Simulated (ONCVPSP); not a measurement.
## lithium (Li), ONCV: configuration errors across variants

```json
{"Element": "Li", "Generator": "ONCVPSP 4.0.1", "Type": "optimised norm-conserving Vanderbilt (ONCV)", "Functional": "PBE", "Relativity": "scalar-relativistic", "Frozen core": "[He]", "Valence charge": "1", "Reference configuration": "2s0.5 2p0.5", "Partial waves": "2s: rc 3.10 bohr, ncon 4, nbas 8, qcut 2.3 1/bohr, 3 projectors, debl 0.4 Ha; 2p: rc 4.00 bohr, ncon 5, nbas 9, qcut 1.7 1/bohr, 2 projectors, debl 0.9 Ha", "Local potential": "polynomial inside 2.70 bohr (lpopt 5, dvloc0 0 Ha)", "Core correction": "Teter function fitted to the true core (icmod 2), fcfact 0.45"}
```

All-electron excitation energies from the reference (eV): (1) 2s1 2p0 -0.893; (2) 2s0.5 2p0 1.155; (3) 2s0 2p1 0.894.

1 further variants failed, have other tests or another functional or relativity, and are left out.

Errors AE − PS in meV (a dash: test not solved or not reliable):

| change | (1) | (2) | (3) | bound ghosts | GHOST(+) flags above zero |
| --- | --- | --- | --- | --- | --- |
| base | -3.2 | +4.9 | -3.8 | none | none |
| s: debl 2.9 | -3.2 | +4.8 | -3.8 | none | none |
| s: nproj 1 | -3.2 | +5.2 | -3.8 | none | none |
| p: qcut 1.9 | -2.9 | +4.4 | -3.3 | none | none |
| s: nbas 7 | -3.1 | +4.9 | -3.6 | none | none |
| core correction none | -0.2 | +5.1 | +0.7 | none | none |

Give the same row for: s: qcut 2.4; p: qcut 1.8.

-3.0, +4.6, -3.5; bound ghosts: none; GHOST(+) flags above zero: none.
